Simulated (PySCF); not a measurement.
## An isoelectronic set: 58 electrons

CCSD(T) in PySCF with x2c-SVPall on every atom, spin-free X2C, for the lowest determinant that a PBE0 search found; no spin–orbit coupling. All have 58 electrons, 10 of them in the valence shells, and the same state, a singlet (closed shell). For ions De leads to the atom and ion picked by measured ionisation energies and electron affinities.

| species | difference of nuclear charges | Re (Å) | ωe (cm⁻¹) | k (mdyn/Å) | De (eV) | dissociates to |
| --- | --- | --- | --- | --- | --- | --- |
| InF | 40 | 1.988 | 583 | 3.27 | 5.07 | In + F |
| TeC | 46 | 1.916 | 840 | 4.56 | 4.43 | Te + C |
| BI | 48 | 2.136 | 594 | 2.10 | 3.51 | B + I |
| SnF⁺ | 41 | 1.906 | 700 | 4.74 | 4.63 | Sn⁺ + F |

Correlated steps freeze 19 core orbitals. Correlated levels converge slowly with the basis: in double zeta they bind strong bonds too weakly, by up to about 1 eV, and carry superposition errors of some tenths. These are scalar-relativistic numbers at best; spin–orbit coupling would shift them, the dissociation energy most. For an ion De counts to the pair picked by the measured ionisation energies or electron affinities, which need not be the lowest pair at this level. Where the molecule has an RHF reference, its open-shell atoms are computed with UHF. The CCSD T1 diagnostic is raised in TeC, a sign that a single reference may not be enough there.
